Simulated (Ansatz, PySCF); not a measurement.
A small calculation by hand: transport gap, exciton binding and injection barriers

C2H7ClSi3, SMILES C=C1[SiH2][SiH2][Si@H]1Cl.

Geometry optimised at PBE0-D3(BJ)/def2-SVP. A frequency run showed that this geometry is not a minimum. The structure was generated by enumeration; whether it is a known compound was not checked.

Gas-phase, vertical values: ionisation energy 8.84 eV and electron affinity 0.67 eV from ΔSCF with PBE/def2-SVPD (Ansatz, an electronic-structure program); S1 3.55 eV and T1 3.31 eV from TDA-PBE/def2-SVPD (PySCF). Assume, for the exercise, a film of permittivity 3.0, a cavity radius of 6.0 Å and electrodes of work function 5.0 eV (anode) and 2.9 eV (cathode), with aligned vacuum levels.

Q: Work out the fundamental gap and exciton binding energy in the gas phase, the levels in the film by Born's model, the injection barriers and the thermal weight of S1 against T1 at 298 K.

A: 
Fundamental gap IE − EA = 8.17 eV; exciton binding = gap − S1 = 4.62 eV.
Born polarisation P = (14.3996 eV Å / 2r)(1 − 1/ε) = 0.80 eV. Film: IE = 8.04 eV, EA = 1.47 eV, transport gap 6.57 eV; with S1 unchanged the binding falls to 3.02 eV.
Hole barrier IE − Φ(anode) = 3.04 eV; electron barrier Φ(cathode) − EA = 1.43 eV (a negative value means no barrier, and the level would pin).
ΔE(ST) = S1 − T1 = 0.24 eV, and the triplet has three sublevels, so the ratio S1/T1 is (1/3) exp(−ΔE/kT) = 2.9e-5 with kT = 0.02569 eV: small enough a gap for thermal return to the singlet. All inputs carry the errors of their functional, and relaxed states would shift them.
